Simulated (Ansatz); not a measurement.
Cartesian coordinates in Å:
```
O -0.795 -0.979 1.600
Mo -0.147 -0.212 0.284
O 1.708 -0.009 0.516
O 0.114 -1.603 -0.908
O -1.526 0.497 -0.781
F -0.105 1.599 0.884
H 2.019 0.836 0.856
H 0.479 -1.552 -1.796
H -1.747 1.425 -0.655
```

The species carries charge 0 and has multiplicity 1. Mo takes the def2 core potential.

Problem. List the ωB97M-V/def2-TZVPP orbital energies in eV (Ansatz 0.2.0). (Best estimate.)

Solution. Computed: Occupied: -676.85, -527.63, -527.45, -526.78, -526.78, -78.11, -50.99, -50.70, -50.59, -34.69, -31.28, -30.95, -30.52, -29.30, -18.40, -17.70, -17.22, -15.87, -15.69, -15.12, -14.83, -14.38, -13.69, -13.40, -13.25, -12.48, -12.21, -12.05, -11.99. Lowest empty: -1.43, -0.10, 0.69, 0.82, 1.63, 1.77, 1.90, 1.96.
